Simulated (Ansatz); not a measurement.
```yaml
crystal:
  periodic: [false, false, false]
  atoms:
    - {symbol: Ge, position_ang: [0.000127, 0.000944, -0.115472]}
    - {symbol: C, position_ang: [-0.003003, -0.014851, 1.883781]}
    - {symbol: F, position_ang: [-1.250799, -0.007202, 2.386151]}
    - {symbol: F, position_ang: [0.629834, 1.055293, 2.397380]}
    - {symbol: F, position_ang: [0.609711, -1.104590, 2.380298]}
    - {symbol: C, position_ang: [1.868804, -0.000758, -0.660086]}
    - {symbol: H, position_ang: [1.950582, 0.008807, -1.757106]}
    - {symbol: H, position_ang: [2.378685, -0.898306, -0.280839]}
    - {symbol: H, position_ang: [2.384875, 0.886232, -0.264731]}
    - {symbol: C, position_ang: [-0.927734, 1.625678, -0.652003]}
    - {symbol: H, position_ang: [-0.967213, 1.702652, -1.748702]}
    - {symbol: H, position_ang: [-0.408737, 2.512152, -0.259322]}
    - {symbol: H, position_ang: [-1.957396, 1.625296, -0.265756]}
    - {symbol: C, position_ang: [-0.937937, -1.609206, -0.677645]}
    - {symbol: H, position_ang: [-1.968882, -1.606816, -0.294837]}
    - {symbol: H, position_ang: [-0.426617, -2.504770, -0.295672]}
    - {symbol: H, position_ang: [-0.974292, -1.670565, -1.775438]}
basis:
  gaussian: {orbitals: def2-TZVPD, initial_orbitals: start.molden}
hamiltonian: {xc: {name: wB97X-V}}
scf: {omitted_lower_state_checks: [starts]}
output: {orbitals: {seedname: orbitals}}
```

The file start.molden holds the orbitals of an earlier run on this structure, at another level or in another basis.

```sh
$ ansatz run in.yaml --threads 4 --pin off --events-out ev --progress --plain --max-ram 4787MiB
```

(1) Does this run fit into the memory that it is given?

## Answers

(1) No. It has 403 basis functions, and Ansatz plans for 5.06 GiB where 4.67 GiB are given.
